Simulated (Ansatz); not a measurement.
Program: Ansatz 0.2.0.

A structure relaxed at PBE0-D4/def2-TZVP, charge 0, multiplicity 1:

```
atom    x (Å)    y (Å)    z (Å)
  F1  -1.8280   0.5642   1.2260
 Zr2  -0.1991   0.1852   0.3536
 Se3  -0.5745  -1.0080  -1.8830
 Se4   1.1777   2.3105  -0.0088
 Se5   1.2882  -1.4015   1.6908
  H6  -1.6700  -0.0543  -2.1464
  H7   1.7230   1.6144  -1.1892
  H8   0.0826  -2.2105   1.9571
```

(1) Give its formula and SMILES.

(2) Summarise the bond lengths by kind.

Results:

(1) FH3Se3Zr, `[F][Zr]([SeH])([SeH])[SeH]`.

(2) 1 × F–Zr 1.886 Å; 3 × Se–Zr 2.553 to 2.563 Å; 3 × H–Se 1.475 to 1.476 Å.
